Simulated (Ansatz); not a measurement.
A nudged elastic band was laid between two geometries of Cl2GeH2 + H4Si (10 atoms, charge 0, multiplicity 1).

Level of theory: RKS PBE0/def2-SVP in Ansatz 0.2.0.

```json
{"movable images": "7", "climbing image": "yes", "spring": "5.0 eV/Å²", "optimiser": "quadratic models (default)", "start path": "through a guess of the saddle point", "force threshold": "0.03 eV/Å", "iteration limit": "60", "end points": "relaxed"}
```

Initial state:

```xyz
10
Properties=species:S:1:pos:R:3
Ge -0.417 -0.664 -0.144
Cl -0.622 -1.257 1.913
H 1.073 -0.499 -0.455
Cl -1.364 1.256 -0.382
H -1.179 -1.669 -1.012
Si 1.440 3.019 1.344
H 2.584 3.684 2.037
H 1.807 2.791 -0.086
H 0.234 3.892 1.426
H 1.166 1.708 2.004
```

Final state:

```xyz
10
Properties=species:S:1:pos:R:3
Ge 0.091 0.529 -0.379
Cl 0.830 -0.300 2.946
H 1.081 -0.644 -0.461
Cl -0.383 1.058 -2.444
H -1.237 0.058 0.240
Si 0.989 2.486 0.665
H 2.400 2.251 1.091
H 0.941 3.613 -0.314
H 0.167 2.848 1.861
H -0.158 0.362 3.441
```

(1) Which bonds break or form, and what moves?

(2) Give the energies along the band, and the barrier.

(3) What is the geometry of the highest image?

Answers

(1) Bonds broken: Ge1–Cl2, Si6–H10. Bonds formed: Ge1–Si6, Cl2–H10. Cl2GeH2 + H4Si becomes ClGeH5Si + ClH.

(2) It converged. The highest image is number 3 of 0 to 8, 2.20 eV above the first end and 1.66 eV above the last; the last end lies 0.54 eV above the first. Neighbouring images differ by up to 1.6 eV, so the band resolves the path poorly. A vibrational analysis at the climbing image gives one clearly imaginary mode, 752i cm⁻¹: a first-order saddle point. The orbitals stay closed-shell, which can raise the energy where a bond breaks towards radicals; this wasn't checked here.

```tsv
image	path coordinate (Å)	energy (eV)	Ge1–Cl2 (Å)	Si6–H10 (Å)	Ge1–Si6 (Å)
0	0.00	0.00	2.15	1.49	4.39
1	1.87	0.01	2.15	1.49	4.75
2	3.73	0.58	2.18	1.48	3.85
3	5.59	2.20	2.57	1.73	2.71
4	6.91	0.69	3.24	2.52	2.40
5	8.23	0.54	3.60	3.70	2.38
6	9.55	0.54	3.63	4.32	2.38
7	10.88	0.54	3.56	4.25	2.39
8	12.20	0.54	3.51	3.68	2.39
```

(3) 
```xyz
10
Properties=species:S:1:pos:R:3
Ge -0.045 0.209 0.046
Cl 1.023 -0.844 2.139
H 0.944 -0.590 -0.785
Cl -0.695 1.734 -1.462
H -1.395 -0.229 0.589
Si 0.929 2.503 1.112
H 1.691 2.571 2.394
H 1.780 2.891 -0.040
H -0.368 3.215 1.219
H 0.861 0.800 1.433
```

Run time: 7.3 min on 4 threads of Arm Neoverse V1, with other jobs on the host, peak memory 0.33 GiB.
